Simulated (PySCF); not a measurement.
C4H4N, SMILES C1=CC=C[N]1, multiplicity 2. Coordinates come from a B3LYP-D3(BJ)/def2-SVP optimisation. The isomer is the one that the SMILES or the coordinates give; other isomers of the formula were not compared.

Problem. Give the equilibrium geometry at B3LYP-D3(BJ)/def2-SVP (PySCF confirms it by a frequency run) as a Z-matrix, and its point group. (An estimate is asked for; the answer gives what the named calculation found.)

Solution. point group C2v.
```
C
C 1 1.3658
H 2 1.0890 1 128.44
H 1 1.0890 2 128.44 3 0.00
C 2 1.4643 3 126.43 1 180.00
N 5 1.3433 2 112.40 3 180.00
C 6 1.3433 5 104.93 2 0.00
H 5 1.0936 6 121.25 7 180.00
H 7 1.0936 6 121.25 5 180.00
```
Charge 0, spin multiplicity 2.
